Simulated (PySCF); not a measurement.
Species: C6H11 (charge 0, doublet). It need not be the lowest isomer of its formula. SMILES: C/C=C\[C](C)C
Coordinates optimised at B3LYP-D3(BJ)/def2-TZVP (Ansatz):
```
C
C 1 1.3884
C 2 1.3853 1 131.69
H 3 1.0838 2 115.64 1 -176.83
H 2 1.0872 3 114.04 4 3.65
C 3 1.4962 4 115.64 2 179.67
H 6 1.0908 3 110.33 4 -18.58
H 6 1.0908 7 107.79 3 123.19
H 6 1.0970 7 106.71 8 114.63
C 1 1.4978 2 119.64 5 4.66
H 10 1.0899 1 112.14 2 0.36
H 10 1.0963 11 108.25 1 123.07
H 10 1.0969 11 107.93 12 114.37
C 1 1.4992 2 125.33 5 -176.43
H 14 1.0862 1 113.13 2 25.68
H 14 1.0933 15 107.96 1 -122.21
H 14 1.0975 15 107.61 16 -114.38
```
Charge 0, spin multiplicity 2.

Dispersion corrections to the total energy (kcal/mol) from the dftd3 and dftd4 libraries through PySCF: D3(BJ) without and D4 with the three-body term, each with the damping fitted for the functional named.

| functional | D3(BJ) | D4 |
|---|---|---|
| HF | -62.72 | -29.24 |
| LC-wPBE | -7.80 | ___ |
| PW6B95 | -4.03 | -6.76 |
| r2SCAN | -2.53 | -2.16 |
| CAM-B3LYP | -6.43 | ___ |
| B2GP-PLYP | -4.56 | ___ |
| B2PLYP | -6.45 | -5.64 |

### Question
Fill in the missing entries.

### Answer

- LC-wPBE, D4: -8.81
- CAM-B3LYP, D4: -6.77
- B2GP-PLYP, D4: -3.40
